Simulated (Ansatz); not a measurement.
Reaction (ligand exchange at the Si–C bond): `C[SiH2]NCO` + H–F → `OCN[SiH2]F` + CH₄

Isolated molecules relaxed with PBE0-D4/def2-TZVP in Ansatz; ΔE leaves out vibrations. CCSD(T)/CBS adds triple-zeta CCSD(T) − MP2 to the extrapolated MP2 energy (def2 sets, frozen cores). This one scheme is used for every species. Functionals use def2-TZVPP. B3LYP here is the variant with VWN-RPA as its local correlation; programs differ in this. One conformer a species, not always the lowest.

| level | ΔE (kJ/mol) | difference from CCSD(T)/CBS |
| --- | --- | --- |
| ωB97X-V | -163.1 | -4.3 |
| ωB97M-V | -162.5 | -3.7 |
| B2PLYP | -169.2 | -10.4 |
| PBE | -155.6 | 3.2 |
| B3LYP | -171.5 | -12.7 |
| CCSD/def2-TZVPP | -162.3 | -3.5 |
| HF/def2-QZVPP | -183.5 | -24.7 |
| MP2/def2-QZVPP | -159.8 | -1.0 |
| SCS-MP2/def2-QZVPP | -165.2 | -6.4 |
| HF/CBS(def2) | -183.7 | -24.9 |
| CCSD(T)/CBS | -158.8 | 0 |

Largest T1 diagnostic among the species: 0.011.

In def2-TZVPP, CCSD(T) changes the Hartree–Fock value by +22.1 kJ/mol (the triples alone add +2.5 kJ/mol) and MP2 by +22.1 kJ/mol. The D4 term adds +5.9 kJ/mol with B3LYP and +3.4 kJ/mol with PBE0; it sums over pairs of atoms, weighted by their polarisabilities, and B3LYP, whose exchange is more repulsive, gets the larger term.
